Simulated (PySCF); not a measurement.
# Computed records: BCl$_{2}$GeH$_{2}$, AlBGeH$_{2}$O, B$_{2}$ClGeH$_{3}$, CH$_{5}$BGeSi and others

Calculation on a computer-drawn molecule: the log of a Hartree-Fock and frozen-core CCSD(T) single point meant for a local Hartree-Fock minimum, with one planted fault or none, to be diagnosed. Offsets are logged minus clean, where the clean run is the same molecule without the fault. The reference is restricted for singlets and unrestricted otherwise, and also for a bond in bohr or an excited solution. Adding or removing an electron swaps singlet and doublet. The excited solution moves the top pair (singlet) or top alpha electron (doublet) to the lowest empty orbital. Highest occupied and lowest empty are orbital energies over both spins, largest force is the largest gradient component, triples share is (T) over the correlation energy, the T1 limit is 0.02 restricted and 0.045 unrestricted, electrons count all cores, a negative frequency is imaginary (commonest isotopes), and the dipole is about the centre of nuclear charge; on germanium a core potential holds 10 electrons, which the energies leave out, and 3d is frozen in MP2 and coupled-cluster steps. Program: PySCF 2.14.0.

Common to all runs: logged SCF converged yes; possible faults no fault, one electron removed, one electron added, multiplicity raised by two, geometry at a saddle point, SCF held on an excited solution, minimal basis STO-3G, one bond length entered in bohr, all coordinates scaled.

(1) 
```xyz
6
formula=BCl2GeH2 meant_charge=0 meant_multiplicity=2 meant_basis=cc-pV(D+d)Z meant_basis_and_core_potential_on_germanium=cc-pVDZ-PP_ECP10MDF logged_electrons=73 logged_basis_functions=93 logged_spin_squared=0.8884 logged_highest_occupied=-6.808 logged_lowest_empty=-2.4503 logged_largest_force=0.045164 logged_dipole_magnitude=2.1783 logged_SCF_stable_within_its_kind=no logged_energy_HF=-1238.17643 planted_fault=SCF_held_on_an_excited_solution HF_energy_offset_from_clean_run=64.6
B     -0.5530    -0.5717     2.6653
Ge     1.3876    -0.3737     1.9575
Cl     2.5571    -2.1997     2.0705
Cl     1.5092     0.2832    -0.1087
H     -1.3801     0.1787     2.2479
H     -0.7446    -1.3247     3.5695
```

Units: logged_highest_occupied, logged_lowest_empty in eV; logged_largest_force in hartree/bohr; logged_dipole_magnitude in debye; logged_energy_HF in hartree; HF_energy_offset_from_clean_run in kcal/mol.

Drawn bonds:
| atom | other atom | order |
| --- | --- | --- |
| 1 | 2 | 1 |
| 2 | 3 | 1 |
| 2 | 4 | 1 |
| 1 | 5 | 1 |
| 1 | 6 | 1 |

Notes: coupled-cluster numbers left out as unreliable.

(2) 
```xyz
6
formula=AlBGeH2O meant_charge=0 meant_multiplicity=1 meant_basis=cc-pV(D+d)Z meant_basis_and_core_potential_on_germanium=cc-pVDZ-PP_ECP10MDF logged_electrons=60 logged_basis_functions=84 logged_spin_squared=1.0484 logged_highest_occupied=-8.9017 logged_lowest_empty=-1.3946 logged_largest_force=0.010223 logged_CC_converged=no logged_dipole_magnitude=7.0744 logged_SCF_stable_within_its_kind=yes logged_energy_HF=-635.87219 planted_fault=one_bond_length_entered_in_bohr,row_1_of_the_drawn_bonds HF_energy_offset_from_clean_run=48.31
B     -0.4145     0.2487     1.2244
Ge     1.7353     2.6496    -0.9377
Al     1.1789     1.0379    -2.8407
O      0.8879     0.1003    -4.0724
H     -1.5914     0.4417     1.3643
H      0.0955    -0.6671     1.8101
```

Units: logged_highest_occupied, logged_lowest_empty in eV; logged_largest_force in hartree/bohr; logged_dipole_magnitude in debye; logged_energy_HF in hartree; HF_energy_offset_from_clean_run in kcal/mol.

Drawn bonds:
| atom | other atom | order |
| --- | --- | --- |
| 1 | 2 | 1 |
| 2 | 3 | 1 |
| 3 | 4 | 2 |
| 1 | 5 | 1 |
| 1 | 6 | 1 |

Notes: CCSD not converged.

(3) 
```xyz
7
formula=B2ClGeH3 meant_charge=0 meant_multiplicity=1 meant_basis=cc-pV(D+d)Z meant_basis_and_core_potential_on_germanium=cc-pVDZ-PP_ECP10MDF logged_electrons=63 logged_basis_functions=89 logged_spin_squared=0.7781 logged_highest_occupied=-1.2097 logged_lowest_empty=6.1988 logged_largest_force=0.021439 logged_T1_diagnostic=0.027652 logged_D1_diagnostic=0.12004 logged_triples_share=0.035666 logged_CC_converged=yes logged_dipole_magnitude=2.3748 logged_SCF_stable_within_its_kind=yes logged_energy_HF=-803.98597 logged_energy_CCSD(T)=-804.44793 planted_fault=one_electron_added HF_energy_offset_from_clean_run=-8.347 CCSD(T)_energy_offset_from_clean_run=-19.54
B      0.5285     3.9923     2.3442
Ge     2.3460     3.0317     2.2927
B      1.5531     1.2754     1.5158
Cl     1.5176     1.0264    -0.2413
H      0.1644     4.6588     1.4144
H     -0.1507     3.9676     3.3345
H      1.1806     0.3603     2.1893
```

Units: logged_highest_occupied, logged_lowest_empty in eV; logged_largest_force in hartree/bohr; logged_dipole_magnitude in debye; logged_energy_HF, logged_energy_CCSD(T) in hartree; HF_energy_offset_from_clean_run, CCSD(T)_energy_offset_from_clean_run in kcal/mol.

Drawn bonds:
| atom | other atom | order |
| --- | --- | --- |
| 1 | 2 | 1 |
| 2 | 3 | 1 |
| 3 | 4 | 1 |
| 1 | 5 | 1 |
| 1 | 6 | 1 |
| 3 | 7 | 1 |

(4) 
```xyz
9
formula=CH5BGeSi meant_charge=0 meant_multiplicity=1 meant_basis=cc-pV(D+d)Z meant_basis_and_core_potential_on_germanium=cc-pVDZ-PP_ECP10MDF logged_electrons=62 logged_basis_functions=99 logged_spin_squared=0 logged_highest_occupied=-8.2111 logged_lowest_empty=-0.034799 logged_largest_force=1.917e-05 logged_lowest_frequency=67.023 logged_T1_diagnostic=0.019706 logged_D1_diagnostic=0.058704 logged_triples_share=0.039537 logged_CC_converged=yes logged_dipole_magnitude=0.77359 logged_SCF_stable_within_its_kind=yes logged_energy_HF=-647.67318 logged_energy_CCSD(T)=-648.14439 planted_fault=no_fault HF_energy_offset_from_clean_run=0 CCSD(T)_energy_offset_from_clean_run=0
B     -1.8894    -1.2412    -0.9094
Ge    -2.6131    -1.2365     1.0220
Si    -0.5199    -2.4360     1.4636
C      0.9986    -1.8787     0.9155
H     -1.1280    -0.4049    -1.3123
H     -2.2528    -2.0999    -1.6686
H     -0.5618    -3.6684     2.2813
H      1.9354    -2.3443     1.2060
H      1.1002    -0.9923     0.2993
```

Units: logged_highest_occupied, logged_lowest_empty in eV; logged_largest_force in hartree/bohr; logged_lowest_frequency in cm⁻¹; logged_dipole_magnitude in debye; logged_energy_HF, logged_energy_CCSD(T) in hartree; HF_energy_offset_from_clean_run, CCSD(T)_energy_offset_from_clean_run in kcal/mol.

Drawn bonds:
| atom | other atom | order |
| --- | --- | --- |
| 1 | 2 | 1 |
| 2 | 3 | 1 |
| 3 | 4 | 2 |
| 1 | 5 | 1 |
| 1 | 6 | 1 |
| 3 | 7 | 1 |
| 4 | 8 | 1 |
| 4 | 9 | 1 |

(5) 
```xyz
7
formula=BGeH4O meant_charge=-1 meant_multiplicity=1 meant_basis=aug-cc-pVDZ meant_basis_and_core_potential_on_germanium=aug-cc-pVDZ-PP_ECP10MDF logged_electrons=50 logged_basis_functions=114 logged_spin_squared=0 logged_highest_occupied=-4.8003 logged_lowest_empty=3.7557 logged_largest_force=0.042307 logged_T1_diagnostic=0.02652 logged_D1_diagnostic=0.090621 logged_triples_share=0.041662 logged_CC_converged=yes logged_dipole_magnitude=2.288 logged_SCF_stable_within_its_kind=yes logged_energy_HF=-395.24139 logged_energy_CCSD(T)=-395.73036 planted_fault=all_coordinates_scaled,by_+4.8_% HF_energy_offset_from_clean_run=7.319 CCSD(T)_energy_offset_from_clean_run=2.017
B     -0.6875     0.3881     1.1380
Ge     0.9911     0.1586    -0.2678
O      2.2493     1.1743    -0.8980
H     -0.7219     1.5783     1.6052
H     -1.7230     0.0823     0.4317
H     -0.4635    -0.5115     2.0351
H      1.1384    -1.3697    -0.9330
```

Units: logged_highest_occupied, logged_lowest_empty in eV; logged_largest_force in hartree/bohr; logged_dipole_magnitude in debye; logged_energy_HF, logged_energy_CCSD(T) in hartree; HF_energy_offset_from_clean_run, CCSD(T)_energy_offset_from_clean_run in kcal/mol.

Drawn bonds:
| atom | other atom | order |
| --- | --- | --- |
| 1 | 2 | 1 |
| 2 | 3 | 2 |
| 1 | 4 | 1 |
| 1 | 5 | 1 |
| 1 | 6 | 1 |
| 2 | 7 | 1 |

Notes: T1 above single-reference limit.

(6) 
```xyz
9
formula=B2GeH5O meant_charge=0 meant_multiplicity=2 meant_basis=cc-pVDZ meant_basis_and_core_potential_on_germanium=cc-pVDZ-PP_ECP10MDF logged_electrons=55 logged_basis_functions=90 logged_spin_squared=0.7609 logged_highest_occupied=-8.3648 logged_lowest_empty=1.6383 logged_largest_force=4.961e-06 logged_lowest_frequency=66.853 logged_T1_diagnostic=0.016959 logged_D1_diagnostic=0.059492 logged_triples_share=0.026004 logged_CC_converged=yes logged_dipole_magnitude=2.1362 logged_SCF_stable_within_its_kind=yes logged_energy_HF=-420.49089 logged_energy_CCSD(T)=-420.97558 planted_fault=no_fault HF_energy_offset_from_clean_run=0 CCSD(T)_energy_offset_from_clean_run=0
B     -1.1539    -0.4424     2.1139
B     -1.6485     0.7547     1.0723
O     -0.9030     1.4351     0.1679
Ge     0.8242     1.2665    -0.2655
H     -1.0297    -1.5389     2.5508
H     -2.8123     1.0738     1.1882
H      0.8830     0.9693    -1.7590
H      1.3989     0.1090     0.5582
H      1.5067     2.5855     0.0760
```

Units: logged_highest_occupied, logged_lowest_empty in eV; logged_largest_force in hartree/bohr; logged_lowest_frequency in cm⁻¹; logged_dipole_magnitude in debye; logged_energy_HF, logged_energy_CCSD(T) in hartree; HF_energy_offset_from_clean_run, CCSD(T)_energy_offset_from_clean_run in kcal/mol.

Drawn bonds:
| atom | other atom | order |
| --- | --- | --- |
| 1 | 2 | 1 |
| 2 | 3 | 1 |
| 3 | 4 | 1 |
| 1 | 5 | 1 |
| 2 | 6 | 1 |
| 4 | 7 | 1 |
| 4 | 8 | 1 |
| 4 | 9 | 1 |

(7) 
```xyz
8
formula=B2GeH4N meant_charge=0 meant_multiplicity=2 meant_basis=cc-pVDZ meant_basis_and_core_potential_on_germanium=cc-pVDZ-PP_ECP10MDF logged_electrons=53 logged_basis_functions=85 logged_spin_squared=0.8553 logged_highest_occupied=-6.294 logged_lowest_empty=0.60333 logged_largest_force=0.047179 logged_dipole_magnitude=1.1892 logged_SCF_stable_within_its_kind=no logged_energy_HF=-399.46679 planted_fault=SCF_held_on_an_excited_solution HF_energy_offset_from_clean_run=24.05
B     -0.3979     3.3693     1.6491
N     -0.3119     2.1246     1.7860
B     -0.2631     0.7740     2.0010
Ge     0.6541    -0.7745     0.9656
H     -0.4845     4.5301     1.5306
H      1.4294    -0.3217    -0.2847
H      1.6354    -1.4959     1.8986
H     -0.4095    -1.7884     0.5247
```

Units: logged_highest_occupied, logged_lowest_empty in eV; logged_largest_force in hartree/bohr; logged_dipole_magnitude in debye; logged_energy_HF in hartree; HF_energy_offset_from_clean_run in kcal/mol.

Drawn bonds:
| atom | other atom | order |
| --- | --- | --- |
| 1 | 2 | 1 |
| 2 | 3 | 2 |
| 3 | 4 | 1 |
| 1 | 5 | 1 |
| 4 | 6 | 1 |
| 4 | 7 | 1 |
| 4 | 8 | 1 |

Notes: coupled-cluster numbers left out as unreliable.

(8) 
```xyz
8
formula=B2GeH4N meant_charge=0 meant_multiplicity=2 meant_basis=cc-pVDZ meant_basis_and_core_potential_on_germanium=cc-pVDZ-PP_ECP10MDF logged_electrons=53 logged_basis_functions=85 logged_spin_squared=1.3954 logged_highest_occupied=-9.2707 logged_lowest_empty=0.2581 logged_largest_force=0.041291 logged_T1_diagnostic=0.078396 logged_D1_diagnostic=0.36235 logged_triples_share=0.044052 logged_CC_converged=yes logged_dipole_magnitude=2.4753 logged_SCF_stable_within_its_kind=yes logged_energy_HF=-399.28947 logged_energy_CCSD(T)=-399.7589 planted_fault=one_bond_length_entered_in_bohr,row_2_of_the_drawn_bonds HF_energy_offset_from_clean_run=135.3 CCSD(T)_energy_offset_from_clean_run=123.7
B     -0.3979     3.3693     1.6491
N     -0.3119     2.1246     1.7860
B     -0.2197    -0.4276     2.1922
Ge     0.6975    -1.9761     1.1568
H     -0.4845     4.5301     1.5306
H      1.4728    -1.5233    -0.0934
H      1.6788    -2.6975     2.0899
H     -0.3661    -2.9900     0.7159
```

Units: logged_highest_occupied, logged_lowest_empty in eV; logged_largest_force in hartree/bohr; logged_dipole_magnitude in debye; logged_energy_HF, logged_energy_CCSD(T) in hartree; HF_energy_offset_from_clean_run, CCSD(T)_energy_offset_from_clean_run in kcal/mol.

Drawn bonds:
| atom | other atom | order |
| --- | --- | --- |
| 1 | 2 | 1 |
| 2 | 3 | 2 |
| 3 | 4 | 1 |
| 1 | 5 | 1 |
| 4 | 6 | 1 |
| 4 | 7 | 1 |
| 4 | 8 | 1 |

Notes: T1 above single-reference limit.
